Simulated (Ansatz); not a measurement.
A relaxation, step by step

SiNH$_{8}$OF, closed shell, PBE0-D4/def2-TZVP (Ansatz 0.2.0). Settings:

```yaml
hamiltonian: {xc: pbe0, dispersion: d4}
relax: {f_tol: 0.005, max_steps: 200}
```

Start, a step off a saddle point along its unstable mode:

Si1  (0.132, 1.062, -0.776)
H2  (-0.392, 0.982, 0.621)
H3  (-0.653, 0.208, -1.732)
H4  (-0.444, 2.490, -1.061)
O5  (1.631, 1.548, -1.232)
H6  (0.145, -1.440, 0.529)
F7  (1.058, -0.620, -0.287)
H8  (-0.809, -0.440, 1.147)
N9  (-0.766, -1.308, 1.143)
H10  (2.311, 0.852, -1.239)
H11  (-0.641, -1.556, 2.128)
H12  (-1.571, -1.779, 0.759)
(Å)

```json
{"step": "1", "energy less the last (meV)": "1853.8", "largest force component (eV/Å)": "11.192"}
{"step": "4", "energy less the last (meV)": "734.6", "largest force component (eV/Å)": "0.799"}
{"step": "7 (rejected trial)", "energy less the last (meV)": "389.9", "largest force component (eV/Å)": "2.717"}
{"step": "10", "energy less the last (meV)": "89.9", "largest force component (eV/Å)": "0.265"}
{"step": "13", "energy less the last (meV)": "37.1", "largest force component (eV/Å)": "0.440"}
{"step": "16", "energy less the last (meV)": "17.4", "largest force component (eV/Å)": "0.227"}
{"step": "19", "energy less the last (meV)": "14.6", "largest force component (eV/Å)": "0.027"}
{"step": "22", "energy less the last (meV)": "13.6", "largest force component (eV/Å)": "0.032"}
{"step": "25", "energy less the last (meV)": "11.5", "largest force component (eV/Å)": "0.016"}
{"step": "28", "energy less the last (meV)": "9.4", "largest force component (eV/Å)": "0.052"}
{"step": "31", "energy less the last (meV)": "6.2", "largest force component (eV/Å)": "0.070"}
{"step": "34", "energy less the last (meV)": "3.7", "largest force component (eV/Å)": "0.012"}
{"step": "37", "energy less the last (meV)": "2.5", "largest force component (eV/Å)": "0.022"}
{"step": "40 (rejected trial)", "energy less the last (meV)": "1.7", "largest force component (eV/Å)": "0.045"}
{"step": "43", "energy less the last (meV)": "0.7", "largest force component (eV/Å)": "0.080"}
{"step": "46", "energy less the last (meV)": "0.1", "largest force component (eV/Å)": "0.007"}
{"step": "49", "energy less the last (meV)": "0.0", "largest force component (eV/Å)": "0.005"}
{"step": "51", "energy less the last (meV)": "0.0", "largest force component (eV/Å)": "0.003"}
```

Step 10, positions (Å) and forces (eV/Å):

| atom | x | y | z | Fx | Fy | Fz |
| --- | --- | --- | --- | --- | --- | --- |
| Si1 | 0.045 | 1.509 | -0.969 | 0.243 | 0.102 | -0.109 |
| H2 | -0.260 | 1.437 | 0.493 | -0.010 | 0.010 | -0.005 |
| H3 | -0.733 | 0.427 | -1.633 | -0.003 | 0.018 | 0.003 |
| H4 | -0.435 | 2.822 | -1.469 | 0.003 | -0.013 | 0.010 |
| O5 | 1.660 | 1.464 | -1.291 | -0.265 | -0.081 | 0.089 |
| H6 | 0.463 | -1.253 | 0.419 | 0.102 | -0.020 | -0.043 |
| F7 | 1.264 | -1.054 | -0.134 | 0.056 | -0.041 | 0.013 |
| H8 | -1.176 | -0.559 | 1.440 | -0.005 | 0.010 | -0.003 |
| N9 | -0.785 | -1.475 | 1.252 | -0.070 | 0.028 | 0.075 |
| H10 | 2.048 | 0.625 | -1.012 | -0.051 | 0.025 | -0.003 |
| H11 | -0.605 | -1.925 | 2.142 | 0.012 | -0.014 | -0.005 |
| H12 | -1.486 | -2.017 | 0.762 | -0.012 | -0.025 | -0.022 |

Last step (51):

```csv
atom,x (Å),y (Å),z (Å)
Si1,-0.1279,1.6822,-1.0814
H2,-1.2977,1.1222,-0.3261
H3,-0.3831,1.4143,-2.5229
H4,-0.0907,3.1446,-0.8411
O5,1.2828,1.0626,-0.5437
H6,0.5450,-1.6123,0.2312
F7,1.1906,-1.6364,-0.5224
H8,-1.0007,-0.5602,1.1245
N9,-0.4568,-1.3824,1.3668
H10,1.4151,0.1039,-0.6477
H11,0.0222,-1.1886,2.2384
H12,-1.0987,-2.1498,1.5244
```

Hardware: 4 CPU threads of an Arm Neoverse V2, shared host. Wall time about 89 s.
